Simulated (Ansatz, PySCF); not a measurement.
Complex: SiH4 (SMILES [SiH4]) (first 5 atoms) with H2Se (SMILES [SeH2]); geometry from B3LYP-D3(BJ)/def2-TZVP.
(charge 0, multiplicity 1):
```xyz
8

Si     0.1951    -0.0097     0.0356
H     -0.6141    -1.1760     0.4501
H     -0.4440     1.2378     0.5102
H      0.2729     0.0252    -1.4451
H      1.5616    -0.1160     0.5903
Se    -0.1044     0.0270     3.9130
H      0.3149     1.4290     3.7707
H     -1.4986     0.3788     3.6065
```

Counterpoise-corrected where a basis set is named; no monomer relaxation. Rows marked so take none.

Rows in STO-3G carry no dispersion term and start afresh at each structure; the Pople sets are all-electron and without relativity.

Run with Ansatz (a quantum-chemistry and plane-wave program); PySCF for STO-3G rows, the dispersion terms. Values without a source in brackets are computed.

Question: One of these levels gives -1.56 kcal/mol for the interaction energy. Which?
(A) PBE-D4/def2-TZVPPD
(B) HF/STO-3G (no counterpoise)
(C) SVWN5/def2-TZVPPD
(D) PBE/def2-TZVPPD

Answer: A, PBE-D4/def2-TZVPPD. The others give 0.23 (HF/STO-3G (no counterpoise)), -2.29 (SVWN5/def2-TZVPPD), -0.49 (PBE/def2-TZVPPD)
